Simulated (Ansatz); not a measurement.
Species: CH₄Al, SMILES `[CH3][AlH]` (charge 0, multiplicity 2).

Q: Give a relaxed geometry from PBE0-D4/def2-TZVP (Ansatz, an electronic-structure program).

A: the end point of this relaxation (outside a Z-matrix the atoms follow the SMILES, hydrogens last).
Cartesian coordinates (Å) in one orientation:
```xyz
6

C     -0.633    -0.033    -0.052
Al     1.228    -0.612    -0.304
H     -0.761     0.971    -0.474
H     -1.375    -0.693    -0.502
H     -0.845     0.043     1.021
H      2.385     0.324     0.311
```
